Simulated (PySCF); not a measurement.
## Osmium: a sound run and one with changed settings

Sound run: Os [Xe] 4f14 5d6 6s2, Os⁺ [Xe] 4f14 5d6 6s1. All numbers are calculated (PySCF 2.14, a scalar-relativistic core potential, in aug-cc-pVDZ-PP with ECP60MDF (5s5p4d2f, 54 functions)). In the sound run the correlated levels freeze 5s2 5p6 outside the core potential. The sound run starts from symmetry-adapted Hartree-Fock orbitals and uses a fine grid where one is needed.

Changed run: initial guess 1e, at most 50 SCF cycles.

```
species  method  sound run (hartree)  changed run (hartree)  converged
     Os     UHF            -90.06669              -90.00382        yes
     Os   B3LYP            -90.82007              -90.82007        yes
     Os    MN15            -90.64891              -90.61109        yes
    Os⁺     UHF            -89.82584              -89.82584        yes
    Os⁺   B3LYP            -90.50536              -90.50536        yes
    Os⁺    MN15            -90.33510              -90.33510        yes
    Os⁺     MP2            -89.92934              -89.92934        yes
```

Ionisation energy of Os:

```json
{"method": "B3LYP", "sound run (eV)": "8.564", "changed run (eV)": "8.564"}
```

The plain start fixes occupations by D2h representation alone, and Os at UHF, Os at MN15 landed in another state (other ⟨L²⟩ or ⟨S²⟩). 

For comparison, NIST gives 8.438 eV between the lowest levels.
